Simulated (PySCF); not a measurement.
The same groups moved round the core (butadiene methyl+boryl). Isolated molecules, 0 K electronic values unless said otherwise. One relaxed conformer stands for each flexible species; it need not be the lowest. Strings in code marks are SMILES.

The LUMO from two functionals at the same geometries (CAM-B3LYP-D3(BJ)/def2-TZVP), both in PySCF: PBE-D3(BJ)/def2-TZVP and TPSSh-D3(BJ)/def2-TZVP. 

| species | TPSSh-D3(BJ)/def2-TZVP (eV) |
|---|---|
| `BC(=C)C(=C)C` | -2.33 |
| `C/C=C/C(B)=C` | -2.31 |
| `C/C=C\C(B)=C` | -2.20 |
| `B/C(C)=C/C=C` | -2.62 |
| `C(/C=C)=C(\C)B` | -2.54 |
| `C(=C(\B)C=C)/C` | -2.12 |
| `B/C(=C\C)C=C` | -2.32 |
| `C=C(/C=C\B)C` | -2.66 |
| `B/C=C/C=C/C` | -2.47 |
| `B/C=C/C=C\C` | -2.53 |

Q: What does PBE-D3(BJ)/def2-TZVP give for each?

A: 
- `BC(=C)C(=C)C`: -2.92
- `C/C=C/C(B)=C`: -2.90
- `C/C=C\C(B)=C`: -2.79
- `B/C(C)=C/C=C`: -3.14
- `C(/C=C)=C(\C)B`: -3.08
- `C(=C(\B)C=C)/C`: -2.69
- `B/C(=C\C)C=C`: -2.89
- `C=C(/C=C\B)C`: -3.19
- `B/C=C/C=C/C`: -2.98
- `B/C=C/C=C\C`: -3.05
Over these rows, drawn at random from the members with no instability flagged (it was tested for open shells, ions and some series alone), PBE minus TPSSh-D3(BJ): mean -0.55 eV, from -0.59 eV to -0.51 eV.
